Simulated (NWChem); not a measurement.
**Correlation energy of BF (+1)**

```xyz
2

B      0.0000     0.0000     0.7809
F      0.0000     0.0000    -0.4338
```
Charge +1, spin multiplicity 2.

The numbers come from NWChem runs, not from measurements. The geometry was optimised at UPBE0/def2-SVP, a minimum by its harmonic frequencies.

Basis set: cc-pVTZ. Each correlation energy counts from its own Hartree-Fock reference.

The correlated methods keep 2 core orbitals frozen. This spin state was chosen for the runs; another may lie lower. The structure started from a generated list of species. The unpaired electrons of the parent sit in orbitals of symmetry a1 (C2v labels of the run); other states weren't searched. The stability of the SCF solutions was not checked. Open-shell Hartree-Fock references start from PBE0 orbitals. Coupled-cluster values serve here as a point of comparison, not as the truth.

### Question
Order these methods by the correlation energy they give, lowest first: URI-MP2, SCS-UMP2, CCSD on UHF, CCSD[T] on UHF, CCSD(T) on UHF, CCSD[T] on ROHF.

### Answer
CCSD[T] on ROHF (-303.5 mHa), CCSD[T] on UHF (-302.6 mHa), CCSD(T) on UHF (-301.4 mHa), CCSD on UHF (-291.3 mHa), URI-MP2 (-290.3 mHa), SCS-UMP2 (-281.1 mHa)
